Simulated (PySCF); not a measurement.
## Co: ionisation energy

Co [Ar] 3d7 4s2 (4F) → Co⁺ [Ar] 3d8 (3F), as a difference of total energies. All numbers are calculated (PySCF 2.14, the spin-free X2C one-electron Hamiltonian (Gaussian nucleus), in jorge-DZP-DKH (8s6p2d1f, 43 functions)). Correlated levels: valence: [Ar] frozen. The calculations carry no spin-orbit coupling.

Question: Order these methods by the ionisation energy they give, lowest first.
A. UHF
B. SCS-MP2 (valence)
C. MN15
D. MP2 (valence)

Answer: C (7.142 eV), D (7.568 eV), B (7.640 eV), A (8.161 eV).

Errors of the correlated levels include the incompleteness of this basis and the frozen core.

MP2 underrates the near-degeneracy of ns² with np² in the lower species.

For comparison: 7.869 eV (measured; NIST levels, between the centres of gravity of the two terms).
